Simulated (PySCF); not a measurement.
Correlation energy of As⁻ (arsenic, charge -1)

Starting occupation: [Ar] 3d10 4s2 4p4, 4p1/2 with m_j = -1/2, +1/2, 4p3/2 with m_j = +1/2, +3/2. All numbers are calculated (PySCF 2.14, X2C-1e with screened-nucleus spin-orbit coupling, Gaussian nucleus, in x2c-TZVPPall-2c with one added diffuse shell each of s, p, d type (7s8p5d1f, 63 functions)). Frozen: [Ar]; 16 electrons correlated; the 6 highest virtual spinors left out.

MP2 pair energies summed by pair of shells (mhartree):

```tsv
pair	energy	share (%)
3d-3d	-101.67	43.4
4p-4s	-46.55	19.9
4p-4p	-43.07	18.4
3d-4p	-18.44	7.9
3d-4s	-14.56	6.2
4s-4s	-9.99	4.3
```

Total MP2 correlation energy: -234.29 mhartree.

```
  level  correlation energy (mhartree)
   CCSD                        -241.70
    (T)                          -8.58
CCSD(T)                        -250.28
```

Diagnostics: T1 = 0.013, largest double amplitude 0.046.

**Question.** Is a single reference adequate?

**Answer.** Yes: T1 lies below 0.03 and no double amplitude reaches 0.07.

The GHF reference relaxed away from the jj start to a determinant that is no pure jj level (⟨S²⟩ = 2.03, ⟨J²⟩ = 6.06); the energies belong to that determinant.

This basis was not built for core-valence correlation, so the inner-shell part is incomplete.
